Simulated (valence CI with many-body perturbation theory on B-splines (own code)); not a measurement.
## Questions on Ba50+

Level of theory: valence CI with perturbative core correlation (CI+MBPT): four valence electrons over a frozen Dirac-Fock core [He], radial functions for each j: 11 s, 11 p, 9 d, 7 f, 5 g, 2 h, 1 i, with the one-electron correlation potential Σ1, the two-electron term Σ2, the three-electron term Σ3, Breit, model QED; selected CI, second order for the rest (own B-spline code, finite nucleus).

The last digits are not significant, and no measured levels were compared; by estimate large intervals hold to a few tenths of a per cent, small ones and those within an open d or f shell to about a per cent. Among the levels kept, up to 290 cm⁻¹ of a level comes from second order outside the variational space, and about a tenth of that is noise between levels of different J, which matters for small intervals.

Levels are named by their leading jj configuration (3d3/2^4 stands for four electrons in 3d with j = 3/2), which in mixed levels can hold well under half, so a name can repeat and another be missing.

Rates and lifetimes use the calculated energies. Strong lines usually hold to 10 to 20 %, long lifetimes can be off by a factor of two.

(1) What is the ground level?

(2) What is the ionisation energy?

(3) Name the longest-lived excited levels whose lifetime is computed, and their main decay.

(4) Among levels below 51496 × 10³ cm⁻¹, which E1 lines absorb most strongly from the ground level?

(5) What are the static dipole polarisabilities of the lowest levels?

(6) How well does LS coupling describe the low levels?

(7) Where does the other parity begin?

## Answers

(1) (2s^2 2p1/2^2) J=0, composition 70 % 2s²2p² ³P + 30 % 2s²2p² ¹S.

(2) 9739.8 eV; NIST lists 9739 ± 4 eV (theoretical).

(3) (2s^2 2p1/2 2p3/2) J=2 at 3297.9 × 10³ cm⁻¹ lives 1.57 μs, mostly by E2 to (2s^2 2p1/2^2) J=0; (2s^2 2p1/2 2p3/2) J=1 at 3168.1 × 10³ cm⁻¹ lives 2.53 ns, mostly by M1 to (2s^2 2p1/2^2) J=0.

(4) to (2s^2 2p1/2 3d3/2) J=1 at 0.2161 nm, f = 0.747; to (2s 2p1/2^2 3p1/2) J=1 at 0.2171 nm, f = 0.731; to (2s 2p1/2^2 3p3/2) J=1 at 0.2121 nm, f = 0.367.

(5) (2s^2 2p1/2^2) J=0 0.000361 bohr³, of which the core gives 7.82e-07.

(6) Among the lowest 20 levels the leading LS term, summed over configurations, holds 66 % on average. For single configurations the figures are 66 % in LS and 99 % in jj coupling. Terms mix most in the J = 1 level at 5260.4 × 10³ cm⁻¹, where the leading one holds 35 %.

(7) At (2s 2p1/2^2 2p3/2) J=2, 4750.1 × 10³ cm⁻¹.
